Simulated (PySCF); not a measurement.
Nb (niobium, neutral) across methods

[Kr] 4d3 5s1 5p1, one real determinant (an excited configuration). Computed with PySCF 2.14 in aug-cc-pVTZ-PP with ECP28MDF, with scalar relativity through the core potential.

```tsv
method	E (hartree)	mean ε 4d α (eV)	mean ε 5s α (eV)	mean ε 5p α (eV)	Σ⟨r²⟩ (bohr²)	⟨S²⟩
PBE0	-56.5428	-7.904	-6.704	-3.054	66.45	8.751
PBE	-56.5542	-6.421	-5.943	-2.454	66.84	8.751
wB97X	-56.5103	-9.893	-8.425	-4.616	66.38	8.751
UHF	-56.09445	-11.543	-8.649	-4.770	67.16	8.755
r2SCAN	-56.5834	-6.920	-6.192	-2.531	66.02	8.752
LDA	-56.3948	-6.236	-6.079	-2.487	66.41	8.750
r2SCANh	-56.5720	-7.424	-6.469	-2.755	66.01	8.752
B3LYP	-56.5638	-7.553	-6.496	-2.828	67.12	8.751
HSE06	-56.5423	-7.514	-6.333	-2.692	66.73	8.751
```

⟨L²⟩ = 13.97 against 20 for a pure G term, so this real determinant mixes terms. Energies and moments cover only the electrons outside the core potential.
